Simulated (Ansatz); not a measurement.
```yaml
crystal:
  periodic: [false, false, false]
  atoms:
    - {symbol: B, position_ang: [-1.023367, 1.654369, 1.345847]}
    - {symbol: P, position_ang: [0.620869, 0.818192, 1.373953]}
    - {symbol: Si, position_ang: [0.889380, 0.032644, -0.693457]}
    - {symbol: C, position_ang: [-0.056977, -1.522962, -1.041549]}
    - {symbol: F, position_ang: [2.445147, -0.286385, -0.921120]}
    - {symbol: H, position_ang: [-1.270080, 2.389981, 0.437961]}
    - {symbol: H, position_ang: [-1.767349, 1.558699, 2.273288]}
    - {symbol: H, position_ang: [0.480821, -0.321756, 2.195966]}
    - {symbol: H, position_ang: [0.521292, 1.150781, -1.595256]}
    - {symbol: H, position_ang: [0.169322, -1.890541, -2.045754]}
    - {symbol: H, position_ang: [-1.130635, -1.332990, -0.972749]}
    - {symbol: H, position_ang: [0.198576, -2.305135, -0.323233]}
basis:
  gaussian: {orbitals: def2-mTZVPP}
hamiltonian: {xc: {name: SPW92}}
```

```sh
$ ansatz run in.yaml --threads 4 --pin off --events-out ev --progress --plain --max-ram 10444MiB
```

Shortened log:

```
Functional definition: SPW92
1407 factors; their error is unknown
mean field evaluation 1: about -21600.8329 eV, gradient 7.1e1 eV
mean field evaluation 2: about -21583.9576 eV, gradient 1.0e2 eV
mean field evaluation 4: about -21612.0115 eV, gradient 9.9e0 eV
mean field evaluation 8: about -21612.2543 eV, gradient 2.5e-1 eV
mean field evaluation 16: about -21612.2308 eV, gradient 3.4e-4 eV
mean field -21612.23084714 eV, -794.2348343361 hartree, gradient 3.1e-5 eV, S^2 0.000000; 0 other end points of the search recorded, 0 dependent functions left out
reference -21612.23089338 eV, -794.2348360354 hartree; 28, 28 occupied and 123, 123 virtual orbitals, 1407 factors
Total energy: -21612.23089338 eV, -794.2348360354 hartree
```

Run time 0.8 s (4 threads of an Arm Neoverse V2 on a shared host); peak host memory 0.19 GiB.
